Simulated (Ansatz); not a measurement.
The pair A = HF (SMILES F) (first 2 atoms), B = AsH3 (SMILES [AsH3]); geometry from B3LYP-D3(BJ)/def2-TZVP.
(charge 0, multiplicity 1):
```xyz
6

F      0.392    -0.770    -0.419
H      0.331    -0.435     0.454
As     0.179     0.422     2.685
H      1.356     1.081     3.381
H     -0.172    -0.459     3.870
H     -0.802     1.516     3.067
```

Correlated levels freeze the cores. Filled d and f shells under p-block atoms count as core. MP2 and its Hartree–Fock in aug-cc-pVQZ are density fitted.

Programs: Ansatz (Gaussian orbitals). 

The counterpoise-corrected interaction energy is E(AB) − E(A in the pair's basis) − E(B in the pair's basis). Total energies (hartree):

| level | AB | A in the pair's basis | B in the pair's basis |
|---|---|---|---|
| HF/aug-cc-pVTZ | -2336.0379680 | -100.0598505 | -2235.9741165 |
| MP2/aug-cc-pVTZ | -2336.4817283 | -100.3409783 | -2236.1342112 |
| HF/aug-cc-pVQZ | -2336.0488547 | -100.0672386 | -2235.9776389 |
| MP2/aug-cc-pVQZ | -2336.5232703 | -100.3694884 | -2236.1469631 |
| CCSD(T)/aug-cc-pVTZ | -2336.5229779 | -100.3496626 | -2236.1669674 |

Problem. Work out the counterpoise-corrected interaction energy at the basis-set limit: extrapolate the MP2 correlation part as X⁻³, take Hartree–Fock from the larger set, and add the CCSD(T) − MP2 difference of aug-cc-pVTZ.

Solution. 
1. Differences (1 hartree = 627.509 kcal/mol): HF/aug-cc-pVTZ -2.511; MP2/aug-cc-pVTZ -4.103; HF/aug-cc-pVQZ -2.496; MP2/aug-cc-pVQZ -4.279; CCSD(T)/aug-cc-pVTZ -3.983.
2. Correlation parts, MP2 less HF: -1.592 in aug-cc-pVTZ (X = 3), -1.783 in aug-cc-pVQZ (X = 4).
3. Limit (4³·(-1.783) − 3³·(-1.592))/(4³ − 3³) = -1.922; with HF/aug-cc-pVQZ it gives -4.418.
4. CCSD(T) less MP2 in aug-cc-pVTZ: 0.120.
Result: -4.30 kcal/mol, against -4.10 at MP2/aug-cc-pVTZ. It is an estimate of this method's limit, not of the exact value.

Ansatz is a first-principles code.
